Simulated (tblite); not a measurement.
Compound: CH8N2O2Si2.
Z-matrix (Å and degrees, GFN2-xTB geometry), rows numbered from 1:
```
O 
Si  1  1.6248
N   2  1.6984  1  107.46
C   3  1.4459  2  119.29  1  -140.80
Si  4  1.8978  3  107.28  2    13.74
O   5  1.6261  4  108.65  3   120.20
N   5  1.7193  4   97.94  3     0.44
H   1  0.9513  2  119.97  3  -178.48
H   2  1.4705  1  109.45  3   128.27
H   3  1.0055  2  123.08  1    58.57
H   4  1.0965  3  110.73  2  -107.09
H   4  1.0936  3  109.74  2   135.23
H   5  1.4683  4  113.76  3  -117.27
H   6  0.9527  5  121.00  4  -162.66
H   7  1.0032  2  121.55  1   -62.74
```

All values are computed: GFN2-xTB (tblite) harmonic vibrations without scaling, gas phase. Errors from tens to a few hundred cm⁻¹ against measured bands are possible. Modes of hydrogen on silicon can be 10 to 20 % off. One conformer, not necessarily the lowest.

Harmonic wavenumbers (cm⁻¹): 53.3, 95.1, 128.6, 153.0, 192.7, 212.3, 243.8, 262.9, 309.7, 374.8, 383.0, 462.7, 613.5, 640.5, 703.8, 718.3, 752.0, 760.9, 780.8, 792.1, 814.4, 873.7, 902.5, 932.6, 944.2, 1134.5, 1148.3, 1172.9, 1207.3, 1367.7, 1493.7, 2182.6, 2208.2, 2875.7, 2933.3, 3482.2, 3523.6, 3674.3, 3702.3.

A = 3648, B = 1249, C = 1076 MHz; mass 136.012 u (most abundant isotopes); point group C1, symmetry number 1.

**Question.** What is the zero-point energy?

**Answer.** Half the sum of the wavenumbers: 22604 cm⁻¹ = 64.63 kcal/mol.

**Question.** Entropy at 200 K, 1 bar (ideal gas, RRHO, classical rotation)?

**Answer.** Translation 38.68, rotation 27.38, vibration 18.55: S = 84.6 cal/(mol K).

**Question.** And Cp and H(200 K) − H(0)?

**Answer.** Cp = 29.58 cal/(mol K), of which vibrations give 21.63 (their classical limit is 39 R = 77.5); H(200 K) − H(0) = 3.72 kcal/mol without the zero-point energy, 2.13 from vibrations.

**Question.** Which modes carry the vibrational entropy at 200 K?

**Answer.** 53.3 cm⁻¹: 3.90; 95.1 cm⁻¹: 2.78; 128.6 cm⁻¹: 2.21; 153.0 cm⁻¹: 1.89; 192.7 cm⁻¹: 1.49; 212.3 cm⁻¹: 1.33 cal/(mol K); the other 33 give 4.95 together.

**Question.** How do the functions run with temperature in this model?

**Answer.** 
```json
{"T (K)": "150", "S (cal/(mol K))": "76.9", "Cp (cal/(mol K))": "24.5", "H − H(0) (kcal/mol)": "2.36", "G − H(0) (kcal/mol)": "-9.17", "ln q(vib)": "2.66"}
{"T (K)": "250", "S (cal/(mol K))": "91.7", "Cp (cal/(mol K))": "34.5", "H − H(0) (kcal/mol)": "5.32", "G − H(0) (kcal/mol)": "-17.62", "ln q(vib)": "5.33"}
{"T (K)": "298.15", "S (cal/(mol K))": "98.2", "Cp (cal/(mol K))": "39.0", "H − H(0) (kcal/mol)": "7.09", "G − H(0) (kcal/mol)": "-22.19", "ln q(vib)": "6.62"}
{"T (K)": "400", "S (cal/(mol K))": "110.8", "Cp (cal/(mol K))": "46.8", "H − H(0) (kcal/mol)": "11.48", "G − H(0) (kcal/mol)": "-32.85", "ln q(vib)": "9.31"}
{"T (K)": "600", "S (cal/(mol K))": "131.9", "Cp (cal/(mol K))": "57.1", "H − H(0) (kcal/mol)": "21.97", "G − H(0) (kcal/mol)": "-57.20", "ln q(vib)": "14.33"}
{"T (K)": "900", "S (cal/(mol K))": "156.9", "Cp (cal/(mol K))": "65.9", "H − H(0) (kcal/mol)": "40.55", "G − H(0) (kcal/mol)": "-100.69", "ln q(vib)": "21.04"}
```

q(vib) and H(0) count from the zero-point level.

**Question.** What must be added to the electronic energy to get the Gibbs energy at 200 K and 1 bar?

**Answer.** ZPE + [H(200 K) − H(0)] − T·S = 64.63 + 3.72 − 16.92 = 51.43 kcal/mol.

**Question.** Blend soft modes into free rotors: weight 1/[1 + (100 cm⁻¹/ν̃)⁴] for the oscillator and the rest for a rotor with moment μB/(μ + B), μ = h/(8π²ν), B = 10⁻⁴⁴ kg m². What vibrational entropy results?

**Answer.** 17.74 cal/(mol K) in place of 18.55, which changes −T·S at 200 K by +0.16 kcal/mol.

Hindered rotation and anharmonicity are outside this model. Other conformers, if any are populated, would add a mixing term that is left out. The structure is chiral; the term R ln 2 for an equal mix with its mirror image is left out.
